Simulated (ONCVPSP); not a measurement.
# What one change does to a pseudopotential (Mn, ONCV)

ONCVPSP 4.0.1 input, shortened (lines: element, Z, core and valence counts, functional; n l f; lmax; l rc ep ncon nbas qcut; lloc lpopt rc5 dvloc0; l nproj debl; icmod fcfact rcfact), LDA (Perdew-Wang 92), scalar-relativistic:

```
  Mn 25.00    3    4  -001012      upf
    1    0    2.00
    2    0    2.00
    2    1    6.00
    3    0    2.00
    3    1    6.00
    3    2    5.00
    4    0    1.75
    2
    0    1.30    0.00    4    7    9.90
    1    1.40    0.00    5    9   11.40
    2    1.65    0.00    3    7    9.70
    4    5    0.80    2.00
    0    2    2.10
    1    2    0.80
    2    2    2.40
    2    0.60    0.70
```

In the p channel the program set the typed energies aside and used -2.073, 0.250 Ha.

Change: d: rc 1.28.

Cutoffs: the cutoffs (Ha) at which the residual kinetic energy of the hardest occupied pseudo-wave falls to 1 and 0.1 mHa per electron; they do not see the model core or the augmentation charge, which bear on the density cutoff. Errors are all-electron minus pseudo energies relative to the spin-unpolarised reference configuration.

Q: What does the change do?

A: The potential gets harder (35 Ha and 40 Ha → 43 Ha and 83 Ha); the number of tests with a reliable result goes from 4 to 3; of the 3 tests that both files solve, the error grows in 1 and shrinks in 1 by more than 15 % and 0.3 meV (median size 0.3 → 1.2 meV); neither file shows a bound ghost. A smaller radius makes the pseudo-wave follow the all-electron one further in, where it bends more sharply, so more plane waves are needed.

```tsv
quantity	base	changed
cutoff, loose	35 Ha	43 Ha
cutoff, tight	40 Ha	83 Ha
loose cutoff by channel	s 33 Ha, p 30 Ha, d 35 Ha	s 33 Ha, p 30 Ha, d 43 Ha
bound ghosts	none	none
GHOST(+) flags under 300 eV	none	none
tests with a reliable result	4 of 4	3 of 4
error for 3s2 3p6 3d5 4s2, meV [ΔE -1.52 eV]	+0.2	+7.1
error for 3s2 3p6 3d5 4s1, meV [ΔE 7.12 eV]	+0.3	-0.1
error for 3s2 3p6 3d5 4s0, meV [ΔE 22.99 eV]	+3.8	+1.2
s: phases at 1.32 bohr within 0.05 rad from the reference energy up to (Ha; the scan ends near 5)	to the end of the scan	to the end of the scan
p: phases at 1.42 bohr within 0.05 rad from the reference energy up to (Ha; the scan ends near 5)	to the end of the scan	to the end of the scan
rms error of d²Exc/dni dnj with the model core, mHa	0.81	1.05
```
